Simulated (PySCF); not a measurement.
**Working out the ionisation energy of Xe**

Xe [Xe] (1S) → Xe⁺ [Kr] 4d10 5s2 5p5 (2P). Computed with PySCF 2.14 in aug-cc-pV5Z-PP with ECP28MDF (8s8p6d4f3g2h, 139 functions), with scalar relativity through the core potential. Frozen: 4s2 4p6 4d10. Energies in hartree (1 hartree = 27.21139 eV):

```tsv
part	Xe (lower)	Xe⁺ (upper)
UHF	-328.299193	-327.878582
MP2 opposite-spin	-0.140240	-0.113579
MP2 same-spin	-0.038955	-0.028418
```

Problem. What does Hartree-Fock give?

Solution. (-327.878582) − (-328.299193) = 0.420611 hartree = 11.445 eV.

Problem. What do MP2 and SCS-MP2 (6/5 opposite-spin, 1/3 same-spin) give?

Solution. The opposite-spin parts differ by 0.725 eV and the same-spin parts by 0.287 eV. MP2: 11.445 + (0.725) + (0.287) = 12.457 eV. SCS-MP2: 11.445 + 1.2 × (0.725) + (0.287)/3 = 12.411 eV.

Measured between the centres of the two terms (NIST): 12.565 eV, so MP2 (valence) is off by -0.108 eV.

What remains against the reference includes basis incompleteness, the frozen core and correlation beyond second order.
